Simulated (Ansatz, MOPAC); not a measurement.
Spectroscopic constants of BeN, multiplicity 4 (lowest of 2S+1 = 2, 4 at CCSD(T)/def2-TZVPP on PBE0 minima; our sources give no spin for the ground state, which may be another).

The constants come from a fifth-degree fit in 1/R (seven points, main isotopes). In def2 and cc sets the state is the lowest found near the PBE0 minimum, followed along R.

Correlated levels freeze the inner cores; with def2 sets outer-core shells near the valence are correlated too. CBS: X⁻³ extrapolation of the correlation energy, Hartree–Fock from the larger set. The state that PM7 reach isn't checked; PM7 holds dispersion and hydrogen-bond terms.

Run with Ansatz (Gaussian basis) for Hartree–Fock, density functionals and correlated methods; MOPAC for PM7 (differences of heats of formation). 

**Question.** What bond length and harmonic frequency does PM7 give?

**Answer.** r_e = 1.594 Å, ω_e = 1132 cm⁻¹.

**Question.** What bond length and harmonic frequency does CCSD(T)/def2-TZVPP give, and what D_e (from each atom's lowest state at the same level)?

**Answer.** r_e = 1.618 Å, ω_e = 912 cm⁻¹, D_e = 1.26 eV.

**Question.** What bond length and harmonic frequency does CCSD(T)/CBS(aug-cc-pVTZ, aug-cc-pVQZ) give?

**Answer.** r_e = 1.604 Å, ω_e = 940 cm⁻¹.

Ansatz is a first-principles code.
